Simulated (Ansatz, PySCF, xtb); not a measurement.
Noncovalent pair: AsH3 (SMILES [AsH3]) (first 4 atoms) with H2 (SMILES [H][H]); geometry from B3LYP-D3(BJ)/def2-TZVP, rigid monomers moved along the line of their centres of mass till As1···H6 is 4.10 Å.
(charge 0, multiplicity 1):
```xyz
6

As    -0.01652    -0.20100    -0.24596
H     -1.13294     0.52466     0.49771
H      1.05463     0.42673     0.63978
H     -0.13015    -1.42011     0.66334
H     -0.27146     0.07972     4.58436
H     -0.24049     0.04122     3.84157
```

Interaction energies are E(AB) − E(A) − E(B) at the monomers' geometry in the complex; basis-set methods are counterpoise corrected. Rows marked so take none.

Rows in 6-31G* carry no dispersion term and start afresh at each structure (6-31G* with six Cartesian d functions); the Pople sets are all-electron and without relativity.

Run with Ansatz (Gaussian basis) for Hartree–Fock, density functionals and correlated methods; PySCF for 6-31G* rows; xtb for the GFN methods. Each number belongs to the level named beside it.

### Question
One of these levels gives -2.8 kJ/mol for the interaction energy. Which one is it?
(A) PBE/def2-TZVPPD
(B) GFN2-xTB
(C) BP86/6-31G* (no counterpoise)

### Answer
B, GFN2-xTB. The others give -0.8 (PBE/def2-TZVPPD), 0.7 (BP86/6-31G* (no counterpoise))

Ansatz is a first-principles code.
